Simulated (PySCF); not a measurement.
An unknown is described by computed data only.

Elements present: C, H, O and Si. Monoisotopic mass: 126.0137 u.

| Item | Value |
| --- | --- |
| Rotational structure | rotational constants A, B, C: 4.202, 1.124, 0.896 GHz [PBE0-D3(BJ)/def2-SVP] |
| Triplet | lowest triplet excitation (Tamm–Dancoff): 2.72 eV [TDA PBE0/def2-SVPD] |
| UV, first state | lowest singlet excitation: 4.36 eV (285 nm, f = 0.024) [TDDFT PBE0/def2-SVPD] |
| Polarisability | 89.9 au [PBE0/def2-SVPD] |
| Dipole | 1.99 D [PBE0/def2-SVPD] |
| NMR, other nuclei | isotropic shieldings of nuclei other than C and H, by class: -142 (1 O), 59 (1 O), 377 (1 Si) ppm [GIAO B3LYP/pcSseg-1] |
| 13C NMR | chemical shifts (computed TMS as zero) by class: 168.0 (1 C), 161.2 (1 C), 157.2 (1 C), 135.8 (1 C), 106.4 (1 C) ppm [GIAO B3LYP/pcSseg-1] |

Gas-phase values; electronic properties from PySCF, density fitting. Levels stand in brackets. The structure is a single PBE0-D3(BJ)/def2-SVP conformer in the gas phase; no vibrational or solvent corrections. Each NMR value is the plain mean over a class of atoms that symmetry, rotation or inversion makes alike.

Q: Which formula fits the mass and the elements?

A: C5H6O2Si (calculated 126.0137). No other formula that holds each of these elements comes within 0.0003 u with a fitting electron parity and a possible valence count.

Q: Propose a structure and show how it fits.

A: Numbering: `[O:1]=[CH:2][O:3][C:4]1=[CH:5][SiH2:6][CH:7]=[CH:8]1`. Its formula, C5H6O2Si, gives 4 degrees of unsaturation: 1 ring and 3 π bonds in the structure found. 5 carbons fall into 5 classes; from least to most shielded: vinylic carbon bearing oxygen [C4] (168.0 ppm), ester carbonyl carbon [C2] (161.2 ppm), alkene CH carbon [C8] (157.2 ppm), alkene CH carbon [C7] (135.8 ppm), alkene CH carbon [C5] (106.4 ppm). The other shieldings belong to: -142 ppm, ester carbonyl oxygen [O1]; 59 ppm, ester single-bonded oxygen [O3]; 377 ppm, SiH2 silicon [Si6]. S1 is mainly HOMO→LUMO (weight 0.98); the largest Löwdin shares of the orbital it empties are 0.30 on an alkene CH carbon, 0.20 on an alkene CH carbon, 0.18 on the vinylic carbon bearing oxygen and 0.13 on an alkene CH carbon, of the orbital it fills 0.18 on an alkene CH carbon, 0.16 on each of 2 atoms of one kind (alkene CH carbon) and 0.14 on the vinylic carbon bearing oxygen. The optimised geometry has point group Cs and is an asymmetric top. Structure: `O=COC1=C[SiH2]C=C1`. The assignments are read from this structure; whether some other isomer fits the data as well wasn't checked.

The values belong to the conformer `[O:1]=[CH:2][O:3][C:4]1=[CH:5][SiH2:6][CH:7]=[CH:8]1`: O1–C2–O3–C4 0°, C2–O3–C4–C5 0°.
